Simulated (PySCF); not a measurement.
Vertical excitations of a molecule CH8ClNSi3 from PySCF 2.14.0 with TDA-LC-ωPBE/def2-SVPD, as energy in eV (oscillator strength): 5.79 (0.012), 6.70 (0.224), 7.01 (0.123), 7.07 (0.086), 7.34 (0.051), 7.46 (0.016). Lowest triplet (TDA): 5.00 eV. Coordinates come from a PBE0-D3(BJ)/def2-SVP optimisation. The values are those of a single conformer.

Q: Identify the compound among the candidates.
A) C[Si@@]1(Cl)N[SiH2][SiH2]1
B) [SiH3]/C=N/[Si@H]([SiH3])Cl
C) N[Si@@]1(Cl)C[SiH2][SiH2]1
D) C[Si]1(Cl)[SiH2]N[SiH2]1

A: C, N[Si@@]1(Cl)C[SiH2][SiH2]1
